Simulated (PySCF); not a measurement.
H3F3GeOSi (SMILES [F][Ge]([F])([F])[O][SiH3]), singlet, at the geometry of the source list; SA2-CASSCF(6,6)/STO-3G (PySCF).

Here is a job for PySCF.
```python
from pyscf import gto, scf, mcscf
import numpy

mol = gto.M(
    atom='''
F     2.31170000   -0.42100000   -1.24130000
Ge    1.49920000    0.16900000    0.11660000
F     2.39310000   -0.28480000    1.46670000
F     1.56380000    1.85640000    0.01720000
O    -0.03660000   -0.42770000    0.20990000
Si   -1.66210000   -0.24150000   -0.09690000
H    -1.81360000    0.41760000   -1.39430000
H    -2.17920000    0.57240000    1.00280000
H    -2.07620000   -1.64030000   -0.08080000
''',
    basis='sto-3g',
    verbose=4,
)

mf = scf.RHF(mol)
mf.kernel()
mc = mcscf.CASSCF(mf, 6, 6)
mc.fix_spin_(ss=0.0)
mc = mc.state_average_([0.5, 0.5])
mc.kernel()
```

**Question.** Write the output that PySCF gives for this input, abridged.

**Answer.** 
```
PySCF version 2.14.0

[INPUT] verbose = 4
[INPUT] num. atoms = 9
[INPUT] num. electrons = 84
[INPUT] charge = 0
[INPUT] spin (= nelec alpha-beta = 2S) = 0
[INPUT] symmetry False subgroup None
[INPUT] Mole.unit = angstrom
[INPUT] Symbol           X                Y                Z      unit          X                Y                Z       unit  Magmom
[...]
nuclear repulsion = 644.001436404232
number of shells = 28
number of NR pGTOs = 150
number of NR cGTOs = 50
basis = sto-3g
ecp = {}

******** <class 'pyscf.scf.hf.RHF'> ********
method = RHF
initial guess = minao
damping factor = 0
level_shift factor = 0
DIIS = <class 'pyscf.scf.diis.CDIIS'>
diis_start_cycle = 1
diis_space = 8
diis_damp = 0
SCF conv_tol = 1e-09
SCF conv_tol_grad = None
SCF max_cycles = 50
direct_scf = True
direct_scf_tol = 1e-13
Set gradient conv threshold to 3.16228e-05
Initial guess from minao.
init E= -2704.49280906242
[...]
cycle= 1 E= -2707.03911530553  delta_E= -2.55  |g|= 0.497  |ddm|= 3.56
[...]
cycle= 2 E= -2707.14100140812  delta_E= -0.102  |g|= 0.125  |ddm|= 0.893
[...]
cycle= 3 E= -2707.1482309967  delta_E= -0.00723  |g|= 0.0444  |ddm|= 0.241
[...]
cycle= 4 E= -2707.14933622023  delta_E= -0.00111  |g|= 0.0117  |ddm|= 0.0926
[...]
cycle= 5 E= -2707.14944524941  delta_E= -0.000109  |g|= 0.00194  |ddm|= 0.0362
[...]
cycle= 6 E= -2707.14944820245  delta_E= -2.95e-06  |g|= 0.000399  |ddm|= 0.00582
[...]
cycle= 7 E= -2707.14944833962  delta_E= -1.37e-07  |g|= 9.13e-05  |ddm|= 0.0013
[...]
cycle= 8 E= -2707.14944834804  delta_E= -8.42e-09  |g|= 1.45e-05  |ddm|= 0.000357
[...]
cycle= 9 E= -2707.14944834824  delta_E= -2e-10  |g|= 3.03e-06  |ddm|= 5.23e-05
[...]
Extra cycle  E= -2707.14944834824  delta_E= -1.82e-12  |g|= 1.28e-06  |ddm|= 6.44e-06
converged SCF energy = -2707.14944834824

******** <class 'pyscf.mcscf.addons.StateAverageCASSCF'> ********
CAS (3e+3e, 6o), ncore = 39, nvir = 5
max_cycle_macro = 50
max_cycle_micro = 4
conv_tol = 1e-07
conv_tol_grad = None
orbital rotation max_stepsize = 0.02
orbital rotation threshold for CI restart = 0.01
augmented hessian ah_max_cycle = 30
augmented hessian ah_conv_tol = 1e-12
augmented hessian ah_linear dependence = 1e-14
augmented hessian ah_level shift = 1e-08
augmented hessian ah_start_tol = 2.5
augmented hessian ah_start_cycle = 3
augmented hessian ah_grad_trust_region = 3
kf_trust_region = 3
kf_interval = 4
ci_response_space = 4
ci_grad_trust_region = 3
with_dep4 0
natorb = False
canonicalization = True
sorting_mo_energy = False
[...]
CASCI E = -2706.94840320564  S^2 = 0.0000000
[...]
               |grad[o]|=0.00511  |ddm|=0.00412  |maxRot[o]|=0.0685
macro iter  26 ( 21 JK    4 micro), CASSCF E = -2707.01194492800  dE = -3.16174096e-05  S^2 = 0.0000000
               |grad[o]|=0.00323  |ddm|=0.00694  |maxRot[o]|=0.0183
macro iter  27 ( 19 JK    4 micro), CASSCF E = -2707.01218259039  dE = -2.37662388e-04  S^2 = 0.0000000
               |grad[o]|=0.00323  |ddm|=0.0035  |maxRot[o]|=0.0387
macro iter  28 ( 16 JK    4 micro), CASSCF E = -2707.01232206537  dE = -1.39474975e-04  S^2 = 0.0000000
               |grad[o]|=0.00252  |ddm|=0.00214  |maxRot[o]|=0.0299
macro iter  29 ( 15 JK    4 micro), CASSCF E = -2707.01235488712  dE = -3.28217520e-05  S^2 = 0.0000000
               |grad[o]|=0.00139  |ddm|=0.00464  |maxRot[o]|=0.0101
macro iter  30 ( 13 JK    4 micro), CASSCF E = -2707.01237944603  dE = -2.45589126e-05  S^2 = 0.0000000
               |grad[o]|=0.00105  |ddm|=0.00307  |maxRot[o]|=0.013
macro iter  31 ( 14 JK    4 micro), CASSCF E = -2707.01239480765  dE = -1.53616161e-05  S^2 = 0.0000000
               |grad[o]|=0.000731  |ddm|=0.00243  |maxRot[o]|=0.0107
macro iter  32 ( 14 JK    4 micro), CASSCF E = -2707.01240280443  dE = -7.99677900e-06  S^2 = 0.0000000
               |grad[o]|=0.00045  |ddm|=0.00205  |maxRot[o]|=0.00989
macro iter  33 ( 14 JK    3 micro), CASSCF E = -2707.01240528392  dE = -2.47949174e-06  S^2 = 0.0000000
               |grad[o]|=0.000203  |ddm|=0.00167  |maxRot[o]|=0.00566
macro iter  34 ( 12 JK    3 micro), CASSCF E = -2707.01240601050  dE = -7.26583494e-07  S^2 = 0.0000000
               |grad[o]|=0.000112  |ddm|=0.00106  |maxRot[o]|=0.00287
macro iter  35 (  5 JK    1 micro), CASSCF E = -2707.01240611301  dE = -1.02507329e-07  S^2 = 0.0000000
               |grad[o]|=7.11e-05  |ddm|=0.000183  |maxRot[o]|=0.000738
macro iter  36 (  4 JK    1 micro), CASSCF E = -2707.01240617548  dE = -6.24722816e-08  S^2 = 0.0000000
               |grad[o]|=6.84e-05  |ddm|=0.000155  |maxRot[o]|=0.00053
1-step CASSCF converged in  36 macro (650 JK 135 micro) steps
CASSCF canonicalization
Density matrix diagonal elements [1.97844338 1.83828525 1.63124162 0.48755007 0.03181863 0.03266106]
CASSCF energy = -2707.01240617548
CASCI E = -2707.01240617548  E(CI) = -8.74161140104479  S^2 = 0.0000000
CASCI state-averaged energy = -2707.01240617548
CASCI energy for each state
  State 0 weight 0.5  E = -2707.17437273245 S^2 = 0.0000000
  State 1 weight 0.5  E = -2706.85043961851 S^2 = 0.0000000
```
